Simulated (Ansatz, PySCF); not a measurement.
This singlet lies 0.55 eV below the relaxed triplet at the level frozen-core CCSD(T)/cc-pVTZ // B3LYP-D3(BJ)/def2-TZVP (Ansatz, a quantum-chemistry and plane-wave program).

Cartesian coordinates (Å):
SMILES: [BH2][Ge][OH]
```xyz
6

B     -1.0511     0.0817     0.0813
Ge     0.6631    -0.2868     1.2864
O      1.9357    -0.1760    -0.0035
H     -1.6813    -0.8104    -0.4076
H     -1.4984     1.1827    -0.0585
H      1.6320     0.0089    -0.8981
```
Charge 0, spin multiplicity 1.

Task: What LUMO, HOMO–LUMO gap and dipole moment does PBE-D3(BJ)/def2-TZVP // B3LYP-D3(BJ)/def2-TZVP in PySCF 2.14.0 give?

Result: 
* **LUMO**: -3.48 eV
* **HOMO–LUMO gap**: 1.69 eV
* **dipole moment**: 1.49 D
